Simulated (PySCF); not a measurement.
BP86 on P+ (phosphorus, charge +1)

Configuration: [Ne] 3s2 3p2, high-spin 3P determinant. Calculation: PySCF 2.14, in cc-pVDZ-DK (4s3p1d, 18 functions); the spin-free X2C one-electron Hamiltonian (Gaussian nucleus).

```json
{"Total energy": "-341.7273 hartree", "One-electron energy": "-466.8334 hartree", "Hartree (Coulomb) energy": "148.0992 hartree", "Exchange-correlation energy": "-22.9932 hartree", "⟨S²⟩": "2.0025", "⟨L²⟩": "2.011", "Sum of ⟨r⟩": "12.06 bohr", "Sum of ⟨r²⟩": "20.82 bohr²", "Traceless quadrupole moment −½Σ⟨3z² − r²⟩ along its main axis": "2.00 e·bohr²", "Langevin diamagnetic susceptibility": "-16.5 ×10⁻⁶ cm³/mol", "Time after the integrals": "0.18 s of wall time on 1 thread of Neoverse-N1 (shared host)"}
```

| shell | electrons | mean orbital energy (eV) | spread (eV) | rms radius, mean of both spins (bohr) |
| --- | --- | --- | --- | --- |
| 1s α | 1 | -2096.2 | 0 | 0.120 |
| 1s β | 1 | -2095.9 | 0 | 0.120 |
| 2s α | 1 | -184.86 | 0 | 0.565 |
| 2s β | 1 | -184.62 | 0 | 0.565 |
| 2p α | 3 | -135.48 | 0.280 | 0.543 |
| 2p β | 3 | -135.16 | 0.559 | 0.543 |
| 3s α | 1 | -24.125 | 0 | 1.96 |
| 3s β | 1 | -22.200 | 0 | 1.96 |
| 3p α | 2 | -15.040 | 0 | 2.31 |

Densities and radii are taken from the X2C orbitals without a picture-change correction, which distorts them close to the nucleus.
